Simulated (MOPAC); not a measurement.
Input file for MOPAC: AM1 on BF2H3Si (SMILES FB(F)[SiH3]), a point of a torsion scan.

```
AM1 1SCF PRECISE CHARGE=0 THREADS=1
BF2H3Si

F      1.80786159 1    -1.22713955 1     0.01131279 1
B      1.15339626 1    -0.07938423 1     0.00399525 1
F      1.97807063 1     0.95268439 1    -0.00183999 1
Si    -0.82500134 1     0.06529583 1     0.00248339 1
H     -1.41451370 1    -0.56812602 1     1.18752435 1
H     -1.28416562 1     1.45639117 1    -0.01680512 1
H     -1.41562669 1    -0.60135677 1    -1.16356161 1
```

The log:

```
*******************************************************************************
 **                                                                           **
 **                              MOPAC v23.2.5                                **
 **                                                                           **
 *******************************************************************************
 ** MOPAC's Digital Object Identifier: https://doi.org/10.5281/zenodo.6511958 **
 **                                                                           **
 ** Please cite the open-source release paper for use of this MOPAC version:  **
 ** J. E. Moussa and J. J. P. Stewart (2026)                                  **
 ** MOPAC: An open-source semiempirical molecular orbital program             **
 ** J. Open Source Softw., 11(119), 8025, https://doi.org/10.21105/joss.08025 **
 *******************************************************************************

                              AM1 CALCULATION RESULTS

 *******************************************************************************
 *  AM1        - The AM1 Hamiltonian to be used
 *
 *
 *
 *                 CHARGE ON SYSTEM = 0
 *
 *
 *
 *  PRECISE    - TIGHTER CRITERIA TO BE USED
 *  1SCF       - DO 1 SCF AND THEN STOP
 *  THREADS=1  - MULTI-THREADING NOT USED
 *  T=         - A TIME OF 172800.0 SECONDS REQUESTED
 *  DUMP=N     - RESTART FILE WRITTEN EVERY 7200.0 SECONDS REQUESTED
 *******************************************************************************
AM1 1SCF PRECISE CHARGE=0 THREADS=1
 BF2H3Si

   ATOM   CHEMICAL          X               Y               Z
  NUMBER   SYMBOL      (ANGSTROMS)     (ANGSTROMS)     (ANGSTROMS)

     1       F          1.80786159  *  -1.22713955  *   0.01131279  *
     2       B          1.15339626  *  -0.07938423  *   0.00399525  *
     3       F          1.97807063  *   0.95268439  *  -0.00183999  *
     4      Si         -0.82500134  *   0.06529583  *   0.00248339  *
     5       H         -1.41451370  *  -0.56812602  *   1.18752435  *
     6       H         -1.28416562  *   1.45639117  *  -0.01680512  *
     7       H         -1.41562669  *  -0.60135677  *  -1.16356161  *



          CARTESIAN COORDINATES

    NO.       ATOM           X           Y           Z

     1         F          1.8079     -1.2271      0.0113
     2         B          1.1534     -0.0794      0.0040
     3         F          1.9781      0.9527     -0.0018
     4        Si         -0.8250      0.0653      0.0025
     5         H         -1.4145     -0.5681      1.1875
     6         H         -1.2842      1.4564     -0.0168
     7         H         -1.4156     -0.6014     -1.1636

  H: (AM1): M.J.S. DEWAR ET AL, J. AM. CHEM. SOC. 107 3902-3909 (1985)
  B: (AM1): M.J.S. DEWAR ET AL, ORGANOMETALLICS, 7, 513-521 (1988)
  F: (AM1): M.J.S. DEWAR AND E. G. ZOEBISCH, THEOCHEM, 180, 1 (1988).
 Si: (AM1): M.J.S.DEWAR, C. JIE, ORGANOMETALLICS, 6, 1486-1490 (1987).

           Empirical Formula: H3 F2 B Si  =     7 atoms



      MOLECULAR POINT GROUP   :   Cs


      RHF CALCULATION, NO. OF DOUBLY OCCUPIED LEVELS = 12


 -------------------------------------------------------------------------------
 AM1 1SCF PRECISE CHARGE=0 THREADS=1
 BF2H3Si



     1SCF WAS SPECIFIED, SO BFGS WAS NOT USED
     SCF FIELD WAS ACHIEVED


                              AM1 CALCULATION
                                                       MOPAC v23.2.5 Linux




          FINAL HEAT OF FORMATION =       -166.21339 KCAL/MOL =    -695.43683 KJ/MOL


          COSMO AREA              =        112.23 SQUARE ANGSTROMS
          COSMO VOLUME            =         99.49 CUBIC ANGSTROMS

          IONIZATION POTENTIAL    =         11.456011 EV
          HOMO LUMO ENERGIES (EV) =        -11.456 -0.149
          NO. OF FILLED LEVELS    =         12
          MOLECULAR WEIGHT        =         79.9160         POINT GROUP:  Cs

          MOLECULAR DIMENSIONS (Angstroms)

            Atom       Atom       Distance
            H     6    F     1     4.09423
            F     3    H     7     3.58775
            H     5    F     3     2.21859


          SCF CALCULATIONS        =          1





   ATOM   CHEMICAL          X               Y               Z
  NUMBER   SYMBOL      (ANGSTROMS)     (ANGSTROMS)     (ANGSTROMS)

     1       F          1.80786159  *  -1.22713955  *   0.01131279  *
     2       B          1.15339626  *  -0.07938423  *   0.00399525  *
     3       F          1.97807063  *   0.95268439  *  -0.00183999  *
     4      Si         -0.82500134  *   0.06529583  *   0.00248339  *
     5       H         -1.41451370  *  -0.56812602  *   1.18752435  *
     6       H         -1.28416562  *   1.45639117  *  -0.01680512  *
     7       H         -1.41562669  *  -0.60135677  *  -1.16356161  *

                             CARTESIAN COORDINATES

   1    F        1.807861590    -1.227139550     0.011312790
   2    B        1.153396260    -0.079384230     0.003995250
   3    F        1.978070630     0.952684390    -0.001839990
   4   Si       -0.825001340     0.065295830     0.002483390
   5    H       -1.414513700    -0.568126020     1.187524350
   6    H       -1.284165620     1.456391170    -0.016805120
   7    H       -1.415626690    -0.601356770    -1.163561610


           Empirical Formula: H3 F2 B Si  =     7 atoms



      MOLECULAR POINT GROUP   :   Cs


                  EIGENVALUES
 -50.85774 -49.20368 -21.95671 -17.61684 -17.35044 -16.82953 -15.70383 -14.39891
 -14.24118 -12.62552 -12.57189 -11.45601  -0.14930   0.81645   1.19384   1.70344
   1.92277   5.67717   6.30532


              NET ATOMIC CHARGES AND DIPOLE CONTRIBUTIONS

  ATOM NO.   TYPE          CHARGE      No. of ELECS.   s-Pop       p-Pop
    1          F          -0.166070        7.1661     1.88260     5.28347
    2          B           0.084045        2.9160     1.22287     1.69309
    3          F          -0.165436        7.1654     1.88255     5.28289
    4         Si           0.680611        3.3194     0.86421     2.45518
    5          H          -0.142880        1.1429     1.14288
    6          H          -0.147308        1.1473     1.14731
    7          H          -0.142961        1.1430     1.14296
 DIPOLE           X         Y         Z       TOTAL
 POINT-CHG.    -2.394     0.176    -0.002     2.400
 HYBRID         0.820    -0.075     0.001     0.823
 SUM           -1.574     0.101    -0.001     1.577


          ATOMIC ORBITAL ELECTRON POPULATIONS

     Atom    s        px        py        pz
    1  F   1.88260   1.84991   1.60391   1.82964
    2  B   1.22287   0.77943   0.56644   0.34721
    3  F   1.88255   1.78436   1.66914   1.82938
    4 Si   0.86421   0.75488   0.84630   0.85400
    5  H   1.14288
    6  H   1.14731
    7  H   1.14296

 **********************
 *                    *
 * JOB ENDED NORMALLY *
 *                    *
 **********************




 == MOPAC DONE ==
```

The run finished.

Cost: very roughly 0.010 core-seconds.
